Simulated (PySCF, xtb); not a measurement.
Cl3H2NSn, SMILES [Cl][Sn]([Cl])([Cl])[NH2].

xtb with GFN2-xTB at its own geometry gives an orbital gap of 2.67 eV and a dipole moment of 2.51 D.

The structure is a stationary point at B3LYP-D3(BJ)/def2-SVP. The structure was generated by enumeration; whether it is a known compound was not checked. The def2 effective core potentials stand for the cores of Sn; spin–orbit coupling is left out. Other conformers were not sampled.

Task: What does PySCF with PBE/def2-TZVP give? (The exact figures need the calculation; the answer reports its results.)

Result: gap 3.48 eV (levels -7.22 and -3.74 eV), dipole 2.65 D.
